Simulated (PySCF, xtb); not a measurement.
Al(F)(Me)(NHMe) (C₂H₇AlFN), SMILES C[NH][Al]([CH3])[F].

GFN2-xTB (xtb) at its own geometry gives an orbital gap of 3.65 eV and a dipole moment of 2.54 D.

The structure is a stationary point at B3LYP-D3(BJ)/def2-SVP. Other conformers were not sampled.

### Question
What does ωB97X/def2-TZVP run with PySCF give? (An estimate is asked for; the answer gives what the named calculation found.)

### Answer
gap 11.17 eV (levels -9.26 and 1.91 eV), dipole 2.03 D.
